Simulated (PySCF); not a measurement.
# Unknowns

PySCF 2.14 calculation with spin–spin couplings from B3LYP/pcJ-1, PBE0-D3(BJ)/def2-SVP structure and PBE0/pcSseg-1 with gauge-including orbitals; non-relativistic Hamiltonian, one computed conformer, gas phase, one averaged value for each set of equivalent atoms.

Referencing at the same level of theory: TMS for $^{1}$H (σref 31.27) and $^{13}$C (σref 184.41). Multiplet labels drop J under 1 Hz and among equivalent protons, and merge close values. Unscaled 3J(H,H) run several per cent high. Vicinal couplings that depend on rotamer populations or ring flexing (ring, CH–CH, X–H and H–F types) are those of the one conformer. One-bond C–F couplings are unscaled and too large by tens of Hz. Shifts are as computed. Against solution values, carbons near 30 ppm lie about +2 ppm off and those near 130 ppm about +5 ppm. Of 1211 compounds with measured shifts, 218 miss one by over three times the rms of a fit or turn the order of signals round; such compounds aren't used in these exercises. For the larger molecules the spin–dipole term is left out of H,H and C,H couplings.

(1) C₃O. $^{13}$C{$^{1}$H} NMR (computed): δ 368.3, 105.9, 71.8. What is it?

(2) C₄H₄FNO. $^{1}$H NMR (500 MHz, computed): δ 5.78 (ddd, J = 77.1, 5.2, 2.5 Hz, 1H), 4.71 (ddd, J = 10.5, 9.0, 5.3 Hz, 1H), 3.06 (m, 1H), 2.71 (m, 1H). $^{13}$C{$^{1}$H} NMR (computed): δ 122.3, 111.9 (d, J = 318.3 Hz), 61.4 (d, J = 4.5 Hz), 37.3 (d, J = 26.3 Hz). Give a structure.

Answers

(1) `[C]=C=C=O`. The formula gives 4 degrees of unsaturation (no ring in the answer). 3 carbon signals for 3 carbons: no two carbons are equivalent. Carbon types of the structure: 3 × C. δC 368.3: carbon bonded to C. δC 105.9: central carbon of a ketene. δC 71.8: central carbon of an allene.

(2) `N#C[C@@H]1C[C@H](F)O1`. The formula gives 3 degrees of unsaturation (1 ring in the answer). 4 carbon signals for 4 carbons: no two carbons are equivalent. Carbon types of the structure: 1 × C, 2 × CH, 1 × CH2, which accounts for all hydrogens. δC 122.3: nitrile carbon; C≡N carbons fall here, among the sp2 signals but without a proton. δC 111.9: sp3 CH bonded to F and O; 2 electronegative neighbours deshield it. δC 61.4: sp3 CH bonded to O, α to a nitrile; the inductive effect lowers its shielding. δH 4.71: hydrogen on an sp3 CH bonded to O, α to a nitrile; its carbon carries O, hence the downfield position.

This is the structure that produced the data.
